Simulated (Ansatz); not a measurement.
`N[Si]([O])(F)F`, charge 0, multiplicity 2.

(1) Give a relaxed structure at PBE0-D4/def2-TZVP (the Gaussian-basis code of Ansatz). (An estimate is asked.)

## Answers

(1) Ansatz gave: 
Z-matrix (Å, degrees):
```
Si
O 1 1.614
F 1 1.576 2 113.7
N 1 1.698 2 102.0 3 -118.6
F 1 1.576 2 113.8 3 122.8
H 4 1.008 1 120.6 2 74.5
H 4 1.008 1 120.6 2 -74.8
```
Point group Cs.
